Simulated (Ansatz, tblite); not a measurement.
Removing an electron: MoBr4. The state is a triplet with charge 0. Geometry: PBE-D4/def2-SVP. Ansatz, gas phase; energy differences of separate SCF runs; the oxidised species is a doublet (the quartet lies 1.76 eV higher at PBE0-D4/def2-TZVP).

```tsv
atom	x (Å)	y (Å)	z (Å)
Mo1	0.000	0.000	0.000
Br2	1.010	2.161	0.212
Br3	-0.509	-0.861	2.176
Br4	1.516	-1.484	-1.111
Br5	-2.017	0.184	-1.277
```

In the def2 sets Mo takes a core potential; there is no spin–orbit coupling. The xTB rows come from tblite. HOMO above LUMO, or a gap near zero within one spin, warns that the state may not be the lowest or that an electron is smeared out.

| level | −HOMO (eV) | vertical IE (eV) | −LUMO (eV) | HOMO–LUMO gap (eV) | remarks |
| --- | --- | --- | --- | --- | --- |
| GFN1-xTB | – | 12.27 | – | – | – |
| PBE-D4/def2-TZVP | 5.54 | 8.03 | 4.27 | 1.28 | gap within one spin near zero (+1 doublet) |
| PBE0-D4/def2-TZVP | 7.21 | 8.72 | 3.73 | 3.47 | – |

Q: Estimate the rows for GFN2-xTB, r2SCAN-D4/def2-TZVP.

A: 
| level | −HOMO (eV) | vertical IE (eV) | −LUMO (eV) | HOMO–LUMO gap (eV) |
| --- | --- | --- | --- | --- |
| GFN2-xTB | – | 12.79 | – | – |
| r2SCAN-D4/def2-TZVP | 6.07 | 8.43 | 4.39 | 1.68 |

  HOMO and LUMO are the levels of the spin that leaves or enters (xTB has no such levels and no spin-polarisation term). Other spin states of the ions may lie lower, which would lower the ionisation energy or raise the affinity. Raw xTB energy differences between charge states are shifted by several eV; the methods need an empirical correction for them.
